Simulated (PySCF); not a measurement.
**Electronic absorption of C6H13As**

Compound: C6H13As.
InChI=1S/C6H13As/c1-2-6-4-3-5-7-6/h6-7H,2-5H2,1H3/t6-/m1/s1

Method: PySCF, TDDFT PBE0/def2-SVPD, vertical, gas phase, core orbitals frozen in the response. One conformer (not necessarily the lowest) at the PBE0-D3(BJ)/def2-SVP geometry, without solvent, vibrations or thermal averaging. The PBE0/def2-SVPD calculation is non-relativistic and has no spin–orbit coupling, an omission that weighs most on arsenic.

**Question.** What does the calculation give for the low-lying excited states?

**Answer.** 

| state | E (eV) | λ (nm) | ν̃ (cm⁻¹) | f | main configurations (H = HOMO, L = LUMO) |
| --- | --- | --- | --- | --- | --- |
| S1 | 5.89 | 210.6 | 47470 | 0.036 | H→L (97%) |
| S2 | 6.09 | 203.6 | 49120 | 0.073 | H→L+1 (96%) |
| S3 | 6.77 | 183.1 | 54610 | 0.108 | H→L+2 (78%) |
| S4 | 6.90 | 179.6 | 55670 | 0.030 | H→L+3 (72%), H→L+2 (14%) |
| S5 | 7.09 | 174.9 | 57160 | 0.0091 | H→L+4 (78%) |
| S6 | 7.20 | 172.1 | 58110 | 0.015 | H-1→L (44%), H→L+5 (37%) |

The lowest singlet lies at 5.89 eV (211 nm, ultraviolet) and is of moderate strength; its leading configuration is HOMO→LUMO (97%). The most intense listed level is S3 at 6.77 eV (183 nm, f = 0.108), 0.88 eV above S1. Löwdin shares by element: HOMO arsenic 59%, carbon 18% or more, hydrogen 7% or more (atoms not listed hold the other 16%); LUMO arsenic 30%, hydrogen 18% or more, carbon 13% or more (atoms not listed hold the other 40%). Of the 6 states listed, 5 reach f = 0.01 and none stays under 0.0005. The oscillator strengths of these states sum to 0.272; summed over the whole spectrum of an exact calculation they would give the number of electrons, 82 (Thomas–Reiche–Kuhn). The listed states span 1.32 eV, and the widest gap between neighbours is 0.68 eV (S2 to S3). Only the lowest 6 singlets were computed, as vertical energies without vibronic structure.
